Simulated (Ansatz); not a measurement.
One change: `C=C[SiH](N)OC` becomes `CO[SiH2]N`.

Ansatz, PBE0-D4/def2-TZVP geometries, multiplicity 1. Each molecule was computed in one conformer, which needn't be the lowest.

```
                               property  `C=C[SiH](N)OC`
    HOMO–LUMO gap (PBE/def2-TZVPP) / eV             4.69
     LUMO energy (PBE0/def2-TZVPP) / eV            -0.35
  LUMO energy (ωB97M-V/def2-TZVPP) / eV             1.71
HOMO–LUMO gap (ωB97M-V/def2-TZVPP) / eV            11.66
      LUMO energy (PBE/def2-TZVPP) / eV            -1.36
   HOMO–LUMO gap (PBE0/def2-TZVPP) / eV             7.18
```

Problem. Give the same properties after the change, and the shifts. (Best estimate.)

Solution. Computed: 
```
                               property  `CO[SiH2]N`  shift
    HOMO–LUMO gap (PBE/def2-TZVPP) / eV         6.02   1.33
     LUMO energy (PBE0/def2-TZVPP) / eV         0.70   1.05
  LUMO energy (ωB97M-V/def2-TZVPP) / eV         2.15   0.44
HOMO–LUMO gap (ωB97M-V/def2-TZVPP) / eV        12.17   0.51
      LUMO energy (PBE/def2-TZVPP) / eV        -0.12   1.24
   HOMO–LUMO gap (PBE0/def2-TZVPP) / eV         8.31   1.13
```

With PBE0 the HOMO falls by 0.08 eV and the LUMO rises by 1.05 eV, so the gap widens by about 1.13 eV. PBE moves the HOMO by -0.08 eV and ωB97M-V by -0.07 eV.
